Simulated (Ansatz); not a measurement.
Consider the formal exchange of groups at the Si–Ga bond: `[BH2][GaH][SiH2]C` + `[AlH2][SiH3]` → `C[SiH2][SiH2][AlH2]` + `[BH2][GaH2]`.

Program: Ansatz. Geometries: PBE0-D4/def2-TZVP. ΔE: electronic, gas phase. CBS: MP2 limit from def2 TZ/QZ plus the TZ coupled-cluster correction, frozen cores. This one scheme is used for every species. Functionals use def2-TZVPP. B3LYP here is the variant with VWN-RPA as its local correlation; programs differ in this. For Ga outer-core shells are correlated without core-valence functions, which leaves a few kJ/mol of doubt a bond. Scalar relativity is left out up to krypton. One conformer a species, not always the lowest.

`[BH2][GaH][SiH2]C`:

Z-matrix (Å, degrees):
```
Si
Ga 1 2.424
C 1 1.881 2 114.2
H 1 1.493 2 110.6 3 124.0
H 1 1.496 2 107.0 3 -121.1
B 2 2.059 1 123.0 3 -162.9
H 2 1.581 1 115.9 3 18.3
H 3 1.092 1 110.9 2 -177.6
H 3 1.092 1 110.8 2 62.3
H 3 1.092 1 110.6 2 -57.3
H 6 1.199 2 122.2 1 -87.3
H 6 1.199 2 121.9 1 90.5
```

`[AlH2][SiH3]`:

```xyz
7

Al   -0.901   -0.830    0.695
Si    0.655    0.637   -0.515
H    -2.276   -0.285    1.273
H    -0.529   -2.360    0.908
H     1.983    0.668    0.166
H     0.891    0.128   -1.898
H     0.176    2.043   -0.629
```

`C[SiH2][SiH2][AlH2]`:

Z-matrix (Å, degrees):
```
C
Si 1 1.877
H 1 1.092 2 110.6
H 1 1.092 2 110.8 3 -119.9
H 1 1.092 2 111.1 3 119.8
Si 2 2.345 1 110.6 3 -60.7
H 2 1.492 1 109.8 3 179.4
H 2 1.491 1 110.1 3 61.6
Al 6 2.445 2 109.5 1 -62.9
H 6 1.495 2 107.1 1 56.7
H 6 1.492 2 109.5 1 172.9
H 9 1.589 6 122.1 2 -110.1
H 9 1.591 6 119.0 2 67.0
```

`[BH2][GaH2]`:

Cartesian coordinates in Å:
```
B -0.655 0.749 -0.468
Ga 0.575 -0.657 0.412
H -1.712 0.458 -0.952
H -0.358 1.909 -0.528
H 0.482 -1.017 1.943
H 1.669 -1.442 -0.407
```

(1) Is it downhill or uphill in electronic energy at CCSD(T)/CBS, and by how much? (An estimate is asked.)

(2) What do these levels give: r2SCAN-D4, PBE0-D4, B3LYP-D4, ωB97X-V, ωB97M-V, B2PLYP, r2SCAN, B3LYP, SCS-MP2/def2-TZVPP, HF/def2-QZVPP, MP2/CBS(def2), CCSD/CBS(def2)? (An estimate is asked.)

Largest T1 diagnostic among the species: 0.014.

Results:

(1) The calculation gave: Uphill: ΔE = +0.09 eV.

(2) Computed: r2SCAN-D4 0.06, PBE0-D4 0.05, B3LYP-D4 0.09, ωB97X-V 0.05, ωB97M-V 0.08, B2PLYP 0.11, r2SCAN 0.07, B3LYP 0.13, SCS-MP2/def2-TZVPP 0.10, HF/def2-QZVPP 0.09, MP2/CBS(def2) 0.09, CCSD/CBS(def2) 0.10 eV.

The D4 term adds −0.04 eV with B3LYP and −0.02 eV with PBE0; it sums over pairs of atoms, weighted by their polarisabilities, and B3LYP, whose exchange is more repulsive, gets the larger term.
